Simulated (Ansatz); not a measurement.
AlB2H7OSi, SMILES `BOB[SiH2][AlH2]`, relaxed with RKS PBE-D4/def2-SVP in Ansatz 0.2.0 from a rough embedded geometry. The force threshold is 0.03 eV/Å; the program also tests the step.

The species carries charge 0 and has multiplicity 1.

Start:

```xyz
12

B    -2.066   -0.317    0.758
O    -0.988    0.318    1.387
B    -0.464    1.226    0.392
Si    1.093    0.851   -0.735
Al    1.749   -1.449   -0.290
H    -3.210    0.059    0.812
H    -1.908   -1.350    0.140
H    -0.884    2.394    0.311
H     0.664    0.938   -2.117
H     2.170    1.703   -0.396
H     2.152   -1.876    1.201
H     1.691   -2.496   -1.463
```

Task: By how much does the energy fall, and how many steps does the optimiser take? (Estimate.)

Result: Ansatz gave: 1.46 eV, in 14 steps.

Task: Which bonds change most? (Best estimate.)

Result: The calculation gave: O2–B3 from 1.446 to 1.344 Å; Si4–H10 from 1.415 to 1.515 Å; B3–Si4 from 1.958 to 2.046 Å; Si4–H9 from 1.451 to 1.514 Å.

Task: Give the relaxed structure. (Best estimate.)

Result: Computed: 
```xyz
12

B    -2.338   -0.419    0.924
O    -1.489    0.465    0.374
B    -0.640    1.343   -0.187
Si    1.306    0.858   -0.593
Al    1.862   -1.519   -0.305
H    -2.384   -0.490    2.138
H    -3.005   -1.113    0.179
H    -1.085    2.454   -0.437
H     1.590    1.330   -2.003
H     2.155    1.732    0.307
H     2.403   -2.076    1.101
H     1.625   -2.567   -1.498
```
